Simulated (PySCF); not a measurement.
RbO: energy against distance

Set-up: basis Rb x2c-TZVPall, O x2c-TZVPall; spin-free X2C with a Gaussian nucleus; PySCF 2.14. Energies in eV from Rb + O in their ground configurations at the same level. State: ²Σ⁺ (doublet), unpaired electrons σ ↑.

All columns are PBE0. A positive dipole means Rb(−)O(+).

```json
{"R (Å)": "1.924", "E (eV)": "-2.251", "μ (D)": "-6.18", "Mulliken charge on Rb (basis-dependent)": "0.61", "HOMO (eV)": "-5.76", "LUMO (eV)": "-0.98", "Mayer bond order": "0.84", "⟨S²⟩": "0.75"}
{"R (Å)": "2.013", "E (eV)": "-2.547", "μ (D)": "-6.73", "Mulliken charge on Rb (basis-dependent)": "0.64", "HOMO (eV)": "-5.49", "LUMO (eV)": "-1.00", "Mayer bond order": "0.75", "⟨S²⟩": "0.75"}
{"R (Å)": "2.103", "E (eV)": "-2.712", "μ (D)": "-7.27", "Mulliken charge on Rb (basis-dependent)": "0.66", "HOMO (eV)": "-5.24", "LUMO (eV)": "-1.05", "Mayer bond order": "0.68", "⟨S²⟩": "0.75"}
{"R (Å)": "2.170", "E (eV)": "-2.771", "μ (D)": "-7.67", "Mulliken charge on Rb (basis-dependent)": "0.68", "HOMO (eV)": "-5.07", "LUMO (eV)": "-1.09", "Mayer bond order": "0.64", "⟨S²⟩": "0.75"}
{"R (Å)": "2.237", "E (eV)": "-2.787", "μ (D)": "-8.06", "Mulliken charge on Rb (basis-dependent)": "0.69", "HOMO (eV)": "-4.91", "LUMO (eV)": "-1.13", "Mayer bond order": "0.61", "⟨S²⟩": "0.75"}
{"R (Å)": "2.304", "E (eV)": "-2.769", "μ (D)": "-8.44", "Mulliken charge on Rb (basis-dependent)": "0.70", "HOMO (eV)": "-4.75", "LUMO (eV)": "-1.18", "Mayer bond order": "0.58", "⟨S²⟩": "0.75"}
{"R (Å)": "2.394", "E (eV)": "-2.706", "μ (D)": "-8.95", "Mulliken charge on Rb (basis-dependent)": "0.71", "HOMO (eV)": "-4.56", "LUMO (eV)": "-1.25", "Mayer bond order": "0.55", "⟨S²⟩": "0.76"}
{"R (Å)": "2.505", "E (eV)": "-2.585", "μ (D)": "-9.56", "Mulliken charge on Rb (basis-dependent)": "0.73", "HOMO (eV)": "-4.33", "LUMO (eV)": "-1.33", "Mayer bond order": "0.53", "⟨S²⟩": "0.76"}
{"R (Å)": "2.640", "E (eV)": "-2.404", "μ (D)": "-10.28", "Mulliken charge on Rb (basis-dependent)": "0.74", "HOMO (eV)": "-4.08", "LUMO (eV)": "-1.43", "Mayer bond order": "0.51", "⟨S²⟩": "0.76"}
{"R (Å)": "2.819", "E (eV)": "-2.135", "μ (D)": "-11.21", "Mulliken charge on Rb (basis-dependent)": "0.74", "HOMO (eV)": "-3.77", "LUMO (eV)": "-1.56", "Mayer bond order": "0.49", "⟨S²⟩": "0.76"}
```

A fit through these points gives, at Re = 2.232 Å, μ = -8.03 D and dμ/dR = -5.79 D/Å; the reduced mass is 13.46 u.

How strong is the fundamental in the double-harmonic approximation, I = 42.26·(dμ/dR)²/μred km/mol?

I = 42.26·(-5.79)²/13.46 = 105 km/mol at PBE0.

Spin–orbit coupling is left out. The state was picked by a PBE0 search and need not be the measured ground state.
